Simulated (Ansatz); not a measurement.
Geometry optimisation, RKS PBE/6-31G in Ansatz.

Input file:

```yaml
crystal:
  periodic: [false, false, false]
  atoms:
    - { symbol: Si, position_ang: [0.0, 0.0, 0.0] }
    - { symbol: O, position_ang: [0.0, 0.0, 1.68] }
    - { symbol: C, position_ang: [-1.1112, -0.3437, 2.4945] }
    - { symbol: H, position_ang: [-1.814, -0.9775, 1.9143] }
    - { symbol: H, position_ang: [-0.7584, -0.9037, 3.3856] }
    - { symbol: H, position_ang: [-1.6313, 0.5809, 2.8212] }
    - { symbol: F, position_ang: [1.4994, 0.0, -0.5295] }
    - { symbol: F, position_ang: [-0.7489, 1.2974, -0.5295] }
    - { symbol: O, position_ang: [-0.7913, -1.3709, -0.5594] }
    - { symbol: H, position_ang: [-1.2459, -1.8365, 0.2129] }
basis:
  gaussian: { orbitals: "6-31G" }
hamiltonian:
  xc: pbe
relax:
  f_tol: 0.02
  max_steps: 40
output:
  orbitals: {}
```

Launched with:

```bash
$ ansatz run input.yaml --threads 1 --pin off --max-ram 2048MiB --backend cpu --events-out ev --progress --plain --runs-dir out
```

Question: Where does it end, and by what steps?

Answer: The forces met the threshold. The force dipped under the threshold on the way, but the program's further checks kept it going. Limits of this set-up: no polarisation functions. After 22 steps the energy has fallen by 0.670 eV; H10 moved furthest, 1.33 Å.

```csv
step,energy less start (eV),largest force component (eV/Å),accepted
0,0.0000,2.941,yes
1,-0.3347,1.565,yes
2,-0.4820,0.421,yes
3,-0.4934,0.943,yes
4,-0.5093,0.859,yes
5,-0.5717,0.738,yes
6,-0.0501,9.521,no
7,-0.5887,0.307,yes
8,-0.5948,0.135,yes
9,-0.6002,0.036,yes
10,-0.6013,0.139,yes
11,-0.6032,0.055,yes
12,-0.6058,0.155,yes
13,-0.6076,0.420,yes
14,-0.6222,0.156,yes
15,-0.6526,0.176,yes
16,-0.6667,0.114,yes
17,-0.6672,0.095,yes
18,-0.6690,0.035,yes
19,-0.6532,0.532,no
20,-0.6692,0.073,yes
21,-0.6700,0.006,yes
22,-0.6701,0.014,yes
```

```xyz
10
Properties=species:S:1:pos:R:3
Si -0.037 -0.078 0.121
O -0.061 0.182 1.789
C -1.128 -0.283 2.686
H -1.504 -1.271 2.375
H -0.677 -0.345 3.685
H -1.954 0.448 2.697
F 1.557 -0.322 -0.360
F -0.532 1.275 -0.762
O -1.034 -1.407 -0.224
H -1.230 -1.753 -1.117
```

Run time: 82 s on 1 thread of Arm Neoverse V2 (shared host), peak memory 0.16 GiB.
